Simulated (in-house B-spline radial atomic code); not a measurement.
Excitations of Ba2+ by several methods

Full response, energies in eV; labels give the largest channel, * marks a mixed state, a dash one above the method's threshold, and an imaginary frequency an unstable closed-shell reference. Computed with an all-electron radial atomic-structure program (B-spline basis): linear response of the closed shell [Kr] 4d10 5s2 5p6 with each method's own kernel (bare exchange for TDHF, static screening on G0W0 levels for BSE, the adiabatic kernel for functionals); scalar-relativistic (spin-free one-electron X2C), finite nucleus, no spin-orbit coupling, no double excitations, S, P, D and F terms only; shells from n = 3 respond. Only terms of natural parity with L up to 3 were computed.

Spin-orbit coupling is strong here, so these LS terms don't match observed levels.

```json
{"method": "TDHF", "5p → 5d 3P": "16.780", "5p → 5d 3F": "17.100", "5p → 6s 3P": "19.567", "α (bohr³)": "10.57"}
{"method": "BSE on G0W0@HF", "5p → 5d 3P": "17.601", "5p → 5d 3F": "18.048", "5p → 6s 3P": "20.072", "α (bohr³)": "10.14"}
{"method": "LDA VWN5", "5p → 5d 3P": "17.094", "5p → 5d 3F": "17.428", "5p → 6s 3P": "18.560", "α (bohr³)": "10.7"}
{"method": "PBE", "5p → 5d 3P": "?", "5p → 5d 3F": "?", "5p → 6s 3P": "?", "α (bohr³)": "?"}
{"method": "PBE0", "5p → 5d 3P": "16.911", "5p → 5d 3F": "17.179", "5p → 6s 3P": "18.933", "α (bohr³)": "10.66"}
{"method": "B3LYP (VWN-RPA)", "5p → 5d 3P": "16.936", "5p → 5d 3F": "17.139", "5p → 6s 3P": "18.497", "α (bohr³)": "10.72"}
{"method": "CAM-B3LYP", "5p → 5d 3P": "16.983", "5p → 5d 3F": "17.201", "5p → 6s 3P": "18.572", "α (bohr³)": "10.68"}
{"method": "LC-wPBE", "5p → 5d 3P": "16.948", "5p → 5d 3F": "17.166", "5p → 6s 3P": "19.155", "α (bohr³)": "10.61"}
{"method": "wB97X", "5p → 5d 3P": "17.177", "5p → 5d 3F": "17.384", "5p → 6s 3P": "19.269", "α (bohr³)": "10.75"}
{"method": "HSE06", "5p → 5d 3P": "16.868", "5p → 5d 3F": "17.130", "5p → 6s 3P": "18.900", "α (bohr³)": "10.7"}
{"method": "BHandHLYP", "5p → 5d 3P": "17.028", "5p → 5d 3F": "17.267", "5p → 6s 3P": "18.960", "α (bohr³)": "10.61"}
{"method": "BLYP", "5p → 5d 3P": "16.748", "5p → 5d 3F": "16.895", "5p → 6s 3P": "17.980", "α (bohr³)": "10.84"}
{"method": "PBEsol", "5p → 5d 3P": "16.849", "5p → 5d 3F": "17.131", "5p → 6s 3P": "18.516", "α (bohr³)": "10.73"}
{"method": "BP86", "5p → 5d 3P": "16.870", "5p → 5d 3F": "17.057", "5p → 6s 3P": "18.663", "α (bohr³)": "10.76"}
{"method": "LDA exchange-only", "5p → 5d 3P": "16.336", "5p → 5d 3F": "16.840", "5p → 6s 3P": "17.769", "α (bohr³)": "10.95"}
{"method": "B97-1", "5p → 5d 3P": "17.176", "5p → 5d 3F": "17.400", "5p → 6s 3P": "18.946", "α (bohr³)": "10.69"}
{"method": "RPBE", "5p → 5d 3P": "16.704", "5p → 5d 3F": "16.885", "5p → 6s 3P": "18.254", "α (bohr³)": "10.8"}
{"method": "OLYP", "5p → 5d 3P": "?", "5p → 5d 3F": "?", "5p → 6s 3P": "?", "α (bohr³)": "?"}
```

**Question.** What does OLYP give?

**Answer.** 5p → 5d 3P: 16.742; 5p → 5d 3F: 16.937; 5p → 6s 3P: 18.033; α: 10.67 (eV, bohr³).

**Question.** What does PBE give?

**Answer.** 5p → 5d 3P: 16.753; 5p → 5d 3F: 16.974; 5p → 6s 3P: 18.369; α: 10.78 (eV, bohr³).
